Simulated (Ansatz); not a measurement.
Consider the isomerisation: `[CH3][AlH][Se]C` → `C[CH2][AlH][SeH]`.

Isolated molecules relaxed with PBE0-D4/def2-TZVP in Ansatz; ΔE leaves out vibrations. CCSD(T)/CBS is the MP2 limit (def2-TZVPP, def2-QZVPP) plus CCSD(T) − MP2 in def2-TZVPP, frozen cores. DFT in def2-TZVPP. For Se outer-core shells are correlated without core-valence functions, which leaves a few kJ/mol of doubt a bond. Scalar relativity is left out up to krypton. Each species was taken in one conformer, which may not be the lowest.

`[CH3][AlH][Se]C`:

Cartesian coordinates in Å:
```
C 1.056 0.111 -1.386
Al 0.836 1.291 0.152
Se -0.682 0.791 1.821
C -1.446 -0.874 1.113
H 1.823 -0.643 -1.178
H 0.138 -0.424 -1.642
H 1.386 0.667 -2.267
H 1.672 2.617 0.381
H -0.658 -1.562 0.815
H -2.027 -1.316 1.920
H -2.098 -0.658 0.270
```

`C[CH2][AlH][SeH]`:

Cartesian coordinates in Å:
```
C -0.462 -0.376 1.219
C -0.133 0.865 0.395
Al 0.541 0.589 -1.420
Se 0.827 -1.548 -2.282
H -1.231 -0.987 0.739
H -0.831 -0.120 2.216
H 0.415 -1.015 1.355
H -1.016 1.512 0.308
H 0.609 1.485 0.916
H 0.927 1.770 -2.404
H 0.354 -2.176 -1.041
```

| level | ΔE (kcal/mol) |
| --- | --- |
| r2SCANh | 0.6 |
| CCSD(T)/def2-TZVPP | 0.5 |

Task: What does CCSD(T)/CBS give? (An estimate is asked.)

Result: Computed: +0.4 kcal/mol. The listed levels differ from it by 0.2, 0.1 kcal/mol.

Largest T1 diagnostic among the species: 0.010.

At CCSD(T), def2-SVP lies −3.8 kcal/mol from the extrapolated value and def2-TZVPP +0.1 kcal/mol. From BLYP to BHLYP (50 % exact exchange), in def2-TZVPP and without D4, ΔE moves by −1.2 kcal/mol.
